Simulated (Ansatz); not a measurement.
`CN(C)BO`, relaxed with RKS PBE-D4/def2-SVP in Ansatz 0.2.0 from a rough embedded geometry. The force threshold is 0.03 eV/Å; the program also tests the step.

The species carries charge 0 and has multiplicity 1.

Start:

```xyz
13

C    -0.103    1.361   -0.136
N    -0.349   -0.027   -0.295
C    -1.179   -0.449    0.815
B     0.980   -0.895   -0.330
O     1.902   -0.629   -1.446
H     0.513    1.629    0.767
H     0.529    1.738   -1.032
H    -0.999    1.943   -0.166
H    -0.643   -0.315    1.844
H    -1.410   -1.563    0.747
H    -2.138    0.078    0.851
H     1.241   -1.634    0.526
H     1.655   -1.236   -2.144
```

**Question.** By how much does the energy fall, and how many steps does the optimiser take? (An estimate is asked.)

**Answer.** The calculation gave: 42.21 kcal/mol, in 9 steps.

**Question.** Which bonds change most? (An estimate is asked.)

**Answer.** The calculation gave: N2–B4 from 1.588 to 1.415 Å; B4–O5 from 1.471 to 1.382 Å; B4–H12 from 1.160 to 1.223 Å; C1–H7 from 1.159 to 1.106 Å.

**Question.** Give the relaxed structure. (Best estimate.)

**Answer.** Ansatz gave: 
```xyz
13

C    -0.030    1.412   -0.148
N    -0.087   -0.019    0.084
C    -1.068   -0.439    1.061
B     0.754   -0.934   -0.594
O     1.670   -0.457   -1.512
H     0.225    1.966    0.785
H     0.738    1.639   -0.910
H    -1.010    1.806   -0.505
H    -0.879    0.021    2.060
H    -1.040   -1.539    1.177
H    -2.101   -0.147    0.760
H     0.649   -2.127   -0.351
H     2.180   -1.182   -1.906
```
